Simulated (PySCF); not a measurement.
Coordinates in bohr (charge 0 multiplicity 2):
```
Sn    0.8002    0.0103   -0.5239
O    -2.0673   -0.0266   -2.9339
Cl   -1.7681   -0.0228    3.1234
```

These are results of UPBE0/[Sn def2-TZVP with ECP28, O def2-TZVP, Cl def2-TZVP], scalar-relativistic core potentials, density fitting, no spin–orbit coupling, PySCF, not measurements.

This geometry of SnOCl is a stationary point at this level.

Task: What is the point group?

Result: Cs.

Task: Is it a minimum?

Result: Yes: all harmonic wavenumbers are real.

Task: List the harmonic modes with their infrared intensities.

Result: 
```tsv
symmetry	ω (cm⁻¹)	IR (km/mol)
a'	114	11.4
a'	351	64.2
a'	556	21.7
```

Task: What are the dipole moment and the gap between the highest occupied and lowest empty levels of either spin?

Result: 3.21 D and 3.81 eV.

Task: What is the atomisation energy, with and without zero-point energy?

Result: 720 kJ/mol without, 714 kJ/mol with.

Other isomers or separated fragments may lie lower. Spin–orbit coupling, left out here, can matter for elements this heavy.
